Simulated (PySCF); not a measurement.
C4H9FSi, SMILES C[C@H]1C[C@@]1(F)[SiH3].

Geometry optimised at B3LYP-D3(BJ)/def2-SVP. The structure was generated by enumeration; whether it is a known compound was not checked.

Two levels are set side by side: TDDFT-PBE/def2-SVPD (PySCF) and TDDFT-M06-2X/def2-SVPD (PySCF). Vertical, same geometry. The lowest singlet is HOMO→LUMO 91 % with PBE and HOMO→LUMO+1 46 %, HOMO−1→LUMO+1 12 %, HOMO→LUMO+2 10 %, HOMO→LUMO+3 8 % with the other functional; states are paired by order. Differences are taken from unrounded values.

```
quantity                               TDDFT-M06-2X
-------------------------------------  ------------
lowest singlet excitation (eV)                 7.51
lowest triplet excitation (TDA) (eV)           7.26
first bright state (f over 0.05) (eV)          8.35
its oscillator strength                        0.21
```

Q: What does TDDFT-PBE give, and how far is it from TDDFT-M06-2X? (Estimate from the structure and the level; the computed values follow.)

A: 
```json
[
 {"quantity": "lowest singlet excitation (eV)", "TDDFT-PBE": "6.44", "TDDFT-PBE minus TDDFT-M06-2X": "-1.07"},
 {"quantity": "lowest triplet excitation (TDA) (eV)", "TDDFT-PBE": "6.26", "TDDFT-PBE minus TDDFT-M06-2X": "-1.00"},
 {"quantity": "first bright state (f over 0.05) (eV)", "TDDFT-PBE": "7.14", "TDDFT-PBE minus TDDFT-M06-2X": "-1.21"},
 {"quantity": "its oscillator strength", "TDDFT-PBE": "0.06", "TDDFT-PBE minus TDDFT-M06-2X": "-0.14"}
]
```

A lower first singlet is the usual sign of a functional without exact exchange. Differences between two approximate levels are no errors against the true value.

Rough cost on one machine, each run with all the roots and properties that it gave: TDDFT-M06-2X against TDDFT-PBE about 20 times.
